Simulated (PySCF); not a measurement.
# Calculated NMR parameters of 4-methylene-2,5-cyclohexadiene-1-one

```
Formula                               : C7H6O
SMILES                                : C=C1C=CC(=O)C=C1
Point group of the computed structure : C2v
Degrees of unsaturation               : 5
Carbon signals                        : 5
Proton signals                        : 3
```

Atom-mapped SMILES (the numbers label the heavy atoms): `[CH2:1]=[C:2]1[CH:3]=[CH:4][C:5](=[O:6])[CH:7]=[CH:8]1` (H(Xn): hydrogen on atom n).

[PySCF 2.14: PBE0/pcSseg-1 with gauge-including orbitals; couplings computed with B3LYP/pcJ-1 (without the spin–dipole term); structure optimised with PBE0-D3(BJ)/def2-SVP; gas phase; fast rotation and ring inversion assumed for equivalent nuclei; one conformer; relativity neglected]

Chemical shifts δ = σref − σ; $^{1}$H (σref 31.27), $^{13}$C (σref 184.41) vs TMS; $^{17}$O (σref 334.56) vs H2O, all at this level.

| carbon | δC, type | δH (multiplicity, J in Hz) | HMBC from (abs. J ≥ 3 Hz) | span of the C tensor (ppm) |
| --- | --- | --- | --- | --- |
| C1 | 138.1, CH2 | 5.99 (quint, 1.2) | H(C3)/H(C8) | 196 |
| C2 | 145.1, C | – | H(C3)/H(C8), H(C4)/H(C7) | 248 |
| C3/C8 | 144.2, CH | 7.12 (dt, 11.3, 1.0) | H(C3)/H(C8), H(C1) | 222 |
| C4/C7 | 137.1, CH | 6.36 (dt, 11.3, 1.5) | H(C4)/H(C7) | 193 |
| C5 | 186.5, C | – | H(C3)/H(C8) | 199 |

Other nuclei:
```csv
atoms,nucleus,environment,δ (ppm),σ (ppm)
O6,$^{17}$O,ketone oxygen,677.0,-342.5
```

Selected couplings (Hz, signed; the shortest-range and largest first, 30 at most; isotopes $^{13}$C, $^{1}$H): $^{1}J$(C4,H(C4)) 173.5, $^{1}J$(C1,H(C1)) 171.9, $^{1}J$(C3,H(C3)) 168.6, $^{1}J$(C1,C2) 76.3, $^{1}J$(C3,C4) 67.8, $^{1}J$(C4,C5) 57.0, $^{1}J$(C2,C3) 55.1, $^{2}J$(C1,C3) 2.1, $^{2}J$(C2,C4) -1.8, $^{3}J$(H(C3),H(C4)) 11.3, $^{3}J$(C2,C5) 10.2, $^{3}J$(C1,C4) 6.4, $^{4}J$(C1,C5) -2.7.

- Carbon types of the structure: 2 × C, 4 × CH, 1 × CH2, which accounts for all hydrogens.
- δC 186.5: ketone carbonyl carbon; low-lying n→π* states of the double bond to the heteroatom give a large paramagnetic term (-249 ppm).
- δC 145.1: fully substituted alkene carbon; as expected for a trigonal carbon in a double bond.
- δC 144.2: β carbon of a C=C–C=O unit; conjugation with the carbonyl draws π density from the β position.
- δC 138.1: terminal =CH2 carbon; the olefinic region.
- δC 137.1: α carbon of a C=C–C=O unit; the olefinic region.
- The protons at 7.12 and 6.36 share a coupling of 11.3 Hz (vicinal, cis across C=C).

Splittings below 1 Hz are ignored in the labels, and close J values are merged. Couplings among chemically equivalent protons are left out too, so labels in AA′BB′ or AA′XX′ sets are apparent multiplicities. Unscaled 3J(H,H) at this level run about 10 % above measured values. Shifts are as computed. Against solution values, carbons near 30 ppm lie about +2 ppm off and those near 130 ppm about +5 ppm. Of 1211 compounds with measured shifts, 218 miss one by over three times the rms of a fit or turn the order of signals round; such compounds aren't used in these exercises. Unscaled 17O shifts of doubly bonded oxygen tend to come out too high, by tens of ppm or more. Experimental scales use liquid or dissolved standards, which lie at an offset from isolated H2O (liquid H2O: subtract about 36 ppm).
